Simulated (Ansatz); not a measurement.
The lowest singlet and triplet of C3H2 (SMILES [C]=C=C); geometries from B3LYP-D3(BJ)/def2-TZVP, each state relaxed from the structure named, with no frequency check.
Singlet at the triplet's geometry (charge 0, multiplicity 1):
```xyz
5

C      1.4667    -0.1469    -0.1284
C      0.2105     0.1111    -0.0517
C     -1.1204     0.0329     0.1180
H     -1.7382     0.9102    -0.0330
H     -1.6025    -0.8931     0.4053
```

A positive gap puts the triplet lower; no zero-point energy. R- takes a restricted singlet. The triplet is unrestricted in single-reference levels.

Frozen-core correlation.

Run with Ansatz (Gaussian orbitals). Each number belongs to the level named beside it.

Problem. One of these levels gives -31.12 kcal/mol for the gap E(singlet) − E(triplet), vertical, at the triplet's geometry. Name it.
(A) R-B3LYP/def2-TZVPP
(B) R-PBE/def2-TZVPP
(C) R-B2PLYP/def2-TZVPP

Solution. C, R-B2PLYP/def2-TZVPP. The others give -24.76 (R-PBE/def2-TZVPP), -27.33 (R-B3LYP/def2-TZVPP)

Ansatz is a first-principles code.
